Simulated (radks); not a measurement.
Species: Ni I. Configuration: [Ar] 3d8 4s2.

Calculated with a radial shooting solver on a logarithmic mesh with Libxc functionals: scalar-relativistic Kohn-Sham, TASK exchange with Perdew-Wang LDA correlation, spin-unpolarised, spherical densities, finite nucleus; meta-GGA in the generalised Kohn-Sham scheme; Fermi nuclear charge, rms radius 3.7757 fm.

Energy parts (eV):
part                      energy
total                 -41365.546
kinetic                41924.776
electron-nucleus      -99303.859
Hartree                17723.331
exchange-correlation   -1709.794

Orbitals (lengths in bohr, moments of r in powers of bohr; <r^-3> diverges for s and p1/2; r(max) is where P^2 peaks):
orbital	occ.	eigenvalue (eV)	<1/r>	<r^2>	r(max)	<r^-3>
1s	2	-8240.285	28.06	0.003950	0.03541	-
2s	2	-993.7965	6.079	0.07098	0.2046	-
2p	6	-854.4565	5.956	0.05701	0.1648	624.5
3s	2	-115.8917	1.914	0.6395	0.6408	-
3p	6	-74.7640	1.766	0.7220	0.6484	79.35
3d	8	-9.1296	1.369	1.362	0.6337	7.014
4s	2	-6.2729	0.4699	8.973	2.267	-

The highest occupied level is 4s at -6.273 eV. For comparison, the ionisation energy in NIST's Atomic Spectra Database is 7.640 eV (measured). In exact Kohn-Sham theory the highest level is minus the ionisation energy, but local and semilocal functionals leave it too shallow, through self-interaction and a potential that decays too fast; potentials with the right tail come closer. The electron density at the nucleus is 1.978e+04 e/bohr^3 (large components only). The density falls to 0.001 e/bohr^3 at r = 4.30 bohr.

Beside tabulated values, note that spin-unpolarised runs miss the spin-polarisation part of the exchange energy of open shells.
